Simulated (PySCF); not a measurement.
## Spin states of AlBi⁺

Unrestricted PBE0; basis Al cc-pV(D+d)Z, Bi cc-pVDZ-PP with ECP60; scalar-relativistic core potentials; PySCF 2.14. Outer shells of the fragments: Al+ 3s2; Bi 5d10 6s2 6p3.

Followed along the bond (rough minima from three points):

| 2Ms+1 | unpaired | ⟨S²⟩ at the start | R at minimum (Å) | Te (eV) |
| --- | --- | --- | --- | --- |
| 4 | σ ↑, π ↑↑ | 3.76 | 2.89 | 0.00 |
| 2 | σ ↓, π ↑↑ | 1.76 | 2.81 | 0.37 |
| 2 | σ ↑, π ↑↓ | 1.76 | 2.83 | 0.49 |
| 2 | σ ↑ | 0.76 | 2.80 | 1.27 |
| 2 | π ↑ | 0.75 | none in the scan | ≤ 1.00 |

Solutions found at the starting distance of 2.755 Å, counted from the lowest of them; the search is not exhaustive and high or unbound solutions are not listed, so other states can lie among these:

```json
{"2Ms+1": "4", "unpaired": "σ ↑, π ↑↑", "term": "⁴Σ⁻", "E (eV)": "0.00", "⟨S²⟩": "3.76", "⟨Lz²⟩": "0.00", "μ (D)": "-6.02"}
{"2Ms+1": "2", "unpaired": "σ ↓, π ↑↑", "term": "mixed", "E (eV)": "0.36", "⟨S²⟩": "1.76", "⟨Lz²⟩": "0.00", "μ (D)": "-6.06"}
{"2Ms+1": "2", "unpaired": "σ ↑, π ↑↓", "term": "mixed", "E (eV)": "0.48", "⟨S²⟩": "1.76", "⟨Lz²⟩": "2.01", "μ (D)": "-5.92"}
{"2Ms+1": "2", "unpaired": "σ ↑", "term": "mixed", "E (eV)": "1.25", "⟨S²⟩": "0.76", "⟨Lz²⟩": "2.00", "μ (D)": "-5.58"}
{"2Ms+1": "2", "unpaired": "π ↑", "term": "²Π", "E (eV)": "1.39", "⟨S²⟩": "0.75", "⟨Lz²⟩": "1.00", "μ (D)": "-3.22"}
{"2Ms+1": "2", "unpaired": "π ↑", "term": "²Π", "E (eV)": "1.45", "⟨S²⟩": "0.79", "⟨Lz²⟩": "1.01", "μ (D)": "-7.28"}
{"2Ms+1": "4", "unpaired": "π ↑↑↑", "term": "⁴Π", "E (eV)": "2.80", "⟨S²⟩": "3.76", "⟨Lz²⟩": "1.01", "μ (D)": "-4.56"}
{"2Ms+1": "4", "unpaired": "σ ↑, π ↑↑", "term": "mixed", "E (eV)": "3.33", "⟨S²⟩": "3.76", "⟨Lz²⟩": "2.01", "μ (D)": "-1.62"}
```

A term symbol is given only where ⟨S²⟩ and ⟨Lz²⟩ are close to those of a pure state; real π, δ and φ orbitals otherwise mix terms. A positive dipole points towards Bi; it is taken about the centre of mass and depends on that origin.

These are scalar-relativistic numbers at best; spin–orbit coupling would shift them, the dissociation energy most.
